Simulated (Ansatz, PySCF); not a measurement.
H₃Si₂, SMILES [Si][SiH3] (connectivity only; charge and spin as stated), neutral, multiplicity 2. Atoms are numbered in the order given.

```xyz
5

Si    -0.0218     1.3421     0.0000
Si    -0.0039    -1.0398     0.0000
H     -0.5830    -1.6989     1.2009
H      1.4659    -1.3148     0.0000
H     -0.5830    -1.6989    -1.2009
```
Charge 0, spin multiplicity 2.

Geometry optimised at B3LYP-D3(BJ)/def2-TZVP. The isomer is the one that the SMILES or the coordinates give; other isomers of the formula were not compared.

Two levels are set side by side: PBE-D3(BJ)/def2-TZVP (Ansatz, a quantum-chemistry and plane-wave program) and B3LYP-D3(BJ)/def2-TZVP (Ansatz). Each level has its own optimised geometry; the coordinates shown are those of the second. Frequencies come from the Hessian of PySCF at each geometry. Differences are taken from unrounded values.

| quantity | B3LYP-D3(BJ) | PBE-D3(BJ) | PBE-D3(BJ) minus B3LYP-D3(BJ) |
|---|---|---|---|
| mean bond length (Å) | 1.713 | 1.726 | 0.013 |
| bond Si1–Si2 (Å) | 2.382 | 2.253 | -0.129 |
| bond Si2–H3 (Å) | 1.487 | 1.505 | 0.018 |
| bond Si2–H4 (Å) | 1.495 | 1.642 | 0.146 |
| bond Si2–H5 (Å) | 1.487 | 1.505 | 0.018 |
| highest harmonic wavenumber (cm⁻¹) | 2189 | 2104 | -85 |
| mean harmonic wavenumber (cm⁻¹) | 1148 | 1066 | -81 |
| zero-point energy (kcal/mol) | 14.77 | 13.72 | -1.05 |

Exact exchange shortens and stiffens bonds; PBE has none. Differences between two approximate levels are no errors against the true value.
